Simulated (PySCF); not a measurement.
**Correlation energy of Ar+ (argon, charge +1)**

[Ne] 3s1 3p5 3d1, one real determinant (an excited configuration). Calculation: PySCF 2.14, in aug-cc-pwCVTZ (8s7p5d3f, 75 functions); no relativity, point nucleus. Frozen: [Ne]; 7 electrons correlated.

| level | correlation energy (mhartree) |
| --- | --- |
| CCSD | -271.77 |
| (T) | -30.89 |
| CCSD(T) | -302.66 |

Diagnostics: T1 = 0.096, D1 = 0.3554, largest double amplitude 0.272.

Q: Is a single reference adequate?

A: Not fully. The real determinant used has ⟨L²⟩ near 8 against 12 for a pure F term, so it mixes terms. The outer electron is Rydberg-like, and this basis confines it to a smaller radius and binds it less than a complete one would. T1 exceeds 0.03, a sign that the reference determinant is poor. A double-excitation amplitude exceeds 0.15, a sign of near-degeneracy.

The reference is one real determinant that mixes LS terms of this configuration.
